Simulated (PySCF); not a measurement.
Simulation results for CH6GeSi, CH3ClGeSi, CH5GeNSi

All values are calculated (PySCF 2.14.0). Calculation on a computer-drawn molecule: the log of a Hartree-Fock and frozen-core CCSD(T) single point meant for a local Hartree-Fock minimum, with one planted fault or none, to be diagnosed. Offsets are logged minus clean, where the clean run is the same molecule without the fault. The reference is restricted for singlets and unrestricted otherwise, and also for a bond in bohr or an excited solution. Adding or removing an electron swaps singlet and doublet. The excited solution moves the top pair (singlet) or top alpha electron (doublet) to the lowest empty orbital. Highest occupied and lowest empty are orbital energies over both spins, largest force is the largest gradient component, triples share is (T) over the correlation energy, the T1 limit is 0.02 restricted and 0.045 unrestricted, electrons count all cores, a negative frequency is imaginary (commonest isotopes), and the dipole is about the centre of nuclear charge; on germanium a core potential holds 10 electrons, which the energies leave out, and 3d is frozen in MP2 and coupled-cluster steps.

Common to all runs: meant charge 0; meant multiplicity 1; meant basis cc-pV(D+d)Z; meant basis and core potential on germanium cc-pVDZ-PP ECP10MDF; logged SCF converged yes; possible faults no fault, one electron removed, one electron added, multiplicity raised by two, geometry at a saddle point, SCF held on an excited solution, minimal basis STO-3G, one bond length entered in bohr, all coordinates scaled.

```json
{"entry": 1, "formula": "CH6GeSi", "logged_structure": {"atoms_angstrom": [["C", -1.6125, -1.3292, -0.7101], ["Si", -0.3167, -1.4543, 0.3797], ["Ge", 1.7605, -0.3211, 0.0404], ["H", -2.5568, -1.8418, -0.5601], ["H", -1.551, -0.7268, -1.6099], ["H", -0.4394, -2.2849, 1.5942], ["H", 2.9115, -1.3277, -0.0501], ["H", 2.0472, 0.6333, 1.2036], ["H", 1.6809, 0.4766, -1.2622]]}, "given": {"logged_electrons": 58, "logged_basis_functions": 90, "logged_spin_squared": 0.0, "logged_highest_occupied [eV]": -8.485, "logged_lowest_empty [eV]": 2.0816, "logged_largest_force [hartree/bohr]": 1.986e-05, "logged_lowest_frequency [cm^-1]": 83.723, "logged_T1_diagnostic": 0.013934, "logged_D1_diagnostic": 0.042179, "logged_triples_share": 0.033887, "logged_CC_converged": "yes", "logged_dipole_magnitude [debye]": 0.80088, "logged_SCF_stable_within_its_kind": "yes", "logged_energy_HF [hartree]": -623.61169, "logged_energy_CCSD(T) [hartree]": -624.01615, "drawn_bonds_atom": [1, 2, 1, 1, 2, 3, 3, 3], "drawn_bonds_other_atom": [2, 3, 4, 5, 6, 7, 8, 9], "drawn_bonds_order": [2, 1, 1, 1, 1, 1, 1, 1]}, "results": {"planted_fault": "no fault", "HF_energy_offset_from_clean_run [kcal/mol]": 0.0, "CCSD(T)_energy_offset_from_clean_run [kcal/mol]": 0.0}}
{"entry": 2, "formula": "CH6GeSi", "logged_structure": {"atoms_angstrom": [["C", -1.6125, -1.3292, -0.7101], ["Si", -0.3167, -1.4543, 0.3797], ["Ge", 1.7605, -0.3211, 0.0404], ["H", -2.5568, -1.8418, -0.5601], ["H", -1.551, -0.7268, -1.6099], ["H", -0.4394, -2.2849, 1.5942], ["H", 2.9115, -1.3277, -0.0501], ["H", 2.0472, 0.6333, 1.2036], ["H", 1.6809, 0.4766, -1.2622]]}, "given": {"logged_electrons": 58, "logged_basis_functions": 90, "logged_spin_squared": 0.0, "logged_highest_occupied [eV]": -3.8478, "logged_lowest_empty [eV]": -2.9205, "logged_largest_force [hartree/bohr]": 0.19182, "logged_CC_converged": "no", "logged_dipole_magnitude [debye]": 4.982, "logged_SCF_stable_within_its_kind": "no", "logged_energy_HF [hartree]": -623.25779, "drawn_bonds_atom": [1, 2, 1, 1, 2, 3, 3, 3], "drawn_bonds_other_atom": [2, 3, 4, 5, 6, 7, 8, 9], "drawn_bonds_order": [2, 1, 1, 1, 1, 1, 1, 1]}, "results": {"planted_fault": "SCF held on an excited solution", "HF_energy_offset_from_clean_run [kcal/mol]": 222.1}, "notes": ["CCSD not converged"]}
{"entry": 3, "formula": "CH3ClGeSi", "logged_structure": {"atoms_angstrom": [["C", -0.3702, -0.2167, -0.8009], ["Si", 1.1957, -0.8289, -1.1023], ["Ge", 2.7191, 0.0834, -2.8238], ["Cl", 1.3317, 1.6589, -3.5362], ["H", -0.7661, 0.6177, -1.3687], ["H", -1.0334, -0.622, -0.0435], ["H", 1.6818, -1.9712, -0.2934]]}, "given": {"logged_electrons": 71, "logged_basis_functions": 98, "logged_spin_squared": 1.0, "logged_highest_occupied [eV]": -14.343, "logged_lowest_empty [eV]": -6.4401, "logged_largest_force [hartree/bohr]": 0.05358, "logged_T1_diagnostic": 0.047515, "logged_D1_diagnostic": 0.21424, "logged_triples_share": 0.03081, "logged_CC_converged": "yes", "logged_dipole_magnitude [debye]": 6.8092, "logged_SCF_stable_within_its_kind": "yes", "logged_energy_HF [hartree]": -1081.15118, "logged_energy_CCSD(T) [hartree]": -1081.61425, "drawn_bonds_atom": [1, 2, 3, 1, 1, 2], "drawn_bonds_other_atom": [2, 3, 4, 5, 6, 7], "drawn_bonds_order": [2, 1, 1, 1, 1, 1]}, "results": {"planted_fault": "one electron removed", "HF_energy_offset_from_clean_run [kcal/mol]": 162.7, "CCSD(T)_energy_offset_from_clean_run [kcal/mol]": 195.0}, "notes": ["T1 above single-reference limit"]}
{"entry": 4, "formula": "CH5GeNSi", "logged_structure": {"atoms_angstrom": [["C", -1.8218, 2.2024, -1.2309], ["Si", -0.7115, 1.0657, -0.664], ["N", -0.51, -0.5333, -1.2546], ["Ge", 0.6204, -1.9205, -0.7852], ["H", -1.863, 3.1889, -0.7821], ["H", -2.524, 2.022, -2.0368], ["H", 0.2295, 1.3325, 0.4286], ["H", -1.1333, -0.7693, -2.0104], ["H", 1.3514, -1.1108, 0.3667]]}, "given": {"logged_electrons": 64, "logged_basis_functions": 99, "logged_spin_squared": 0.0, "logged_highest_occupied [eV]": -7.9607, "logged_lowest_empty [eV]": 0.79407, "logged_largest_force [hartree/bohr]": 3.5273e-05, "logged_lowest_frequency [cm^-1]": 62.82, "logged_T1_diagnostic": 0.018508, "logged_D1_diagnostic": 0.061099, "logged_triples_share": 0.034235, "logged_CC_converged": "yes", "logged_dipole_magnitude [debye]": 1.7259, "logged_SCF_stable_within_its_kind": "yes", "logged_energy_HF [hartree]": -677.50989, "logged_energy_CCSD(T) [hartree]": -678.05813, "drawn_bonds_atom": [1, 2, 3, 1, 1, 2, 3, 4], "drawn_bonds_other_atom": [2, 3, 4, 5, 6, 7, 8, 9], "drawn_bonds_order": [2, 1, 1, 1, 1, 1, 1, 1]}, "results": {"planted_fault": "no fault", "HF_energy_offset_from_clean_run [kcal/mol]": 0.0, "CCSD(T)_energy_offset_from_clean_run [kcal/mol]": 0.0}}
```
